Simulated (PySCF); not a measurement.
Start geometry of `B1[C@H]2CCC[C@@H]1CCC2` from GFN2-xTB (Å):
```
atom  x, y, z in Å
B1     0.3526   -0.1737   -1.5129
C2     0.2785   -1.3510   -0.4684
C3     1.1666   -1.0868    0.7681
C4     1.9071    0.2457    0.6587
C5     0.9636    1.4258    0.4277
C6     0.0713    1.2107   -0.8154
C7    -1.4273    1.1127   -0.4305
C8    -1.7205   -0.0706    0.4875
C9    -1.2243   -1.3930   -0.0903
H10    0.4202   -0.3259   -2.6710
H11    0.5239   -2.3376   -0.8724
H12    1.9068   -1.8842    0.8644
H13    0.5688   -1.0950    1.6809
H14    2.6038    0.1886   -0.1827
H15    2.4916    0.4165    1.5666
H16    0.3537    1.5813    1.3192
H17    1.5669    2.3263    0.2921
H18    0.1669    2.0816   -1.4706
H19   -1.7384    2.0403    0.0579
H20   -2.0143    1.0103   -1.3472
H21   -1.2577    0.0992    1.4603
H22   -2.7994   -0.1358    0.6542
H23   -1.3941   -2.1944    0.6341
H24   -1.8014   -1.6315   -0.9877
```

Task: What comes out of this run: PySCF, PBE0-D3(BJ)/def2-SVP geometry optimisation, gas phase?

Result: 
```
atom  x, y, z in Å
B1    -0.2069   -0.3344   -1.5274
C2    -0.2022   -1.5219   -0.5044
C3     0.6757   -1.2480    0.7380
C4     1.4029    0.0931    0.6661
C5     0.4695    1.2718    0.3986
C6    -0.4155    1.0644   -0.8517
C7    -1.9294    0.9455   -0.4997
C8    -2.2351   -0.2430    0.4087
C9    -1.7227   -1.5622   -0.1640
H10   -0.3078   -0.5038   -2.7244
H11    0.0566   -2.4913   -0.9563
H12    1.4195   -2.0533    0.8461
H13    0.0672   -1.2851    1.6594
H14    2.1478    0.0441   -0.1517
H15    1.9797    0.2647    1.5898
H16   -0.1554    1.4537    1.2913
H17    1.0729    2.1848    0.2731
H18   -0.3081    1.9101   -1.5476
H19   -2.2649    1.8856   -0.0274
H20   -2.5172    0.8487   -1.4308
H21   -1.7841   -0.0733    1.4009
H22   -3.3213   -0.3090    0.5835
H23   -1.9122   -2.3875    0.5448
H24   -2.2981   -1.8084   -1.0750
```

The energy falls by 0.095 eV over 7 energy and gradient evaluations, the largest force component goes from 0.0260 to 2.5e-04 Eh/bohr, and the atoms move by 0.061 Å rms after alignment. The bond that changes most is B1–H10 (three-coordinate boron to B–H hydrogen), which lengthens by 0.043 Å. Bonds longer at the end by more than 0.005 Å: 17 of 25; shorter: 2. Among the angles that change most is B1–C6–C7, from 103.1° to 99.1°. Rotational constants go from 2243, 1862, 1430 to 2244, 1849, 1410 MHz. The orientation of the end geometry is arbitrary; only internal coordinates are fixed.

The run used 201 basis functions and 42 SCF cycles in all. Time: 3.2 min of wall time. Hardware: an x86-64 server with one thread, on a shared host.

Whether it is a minimum is left open (no frequencies).
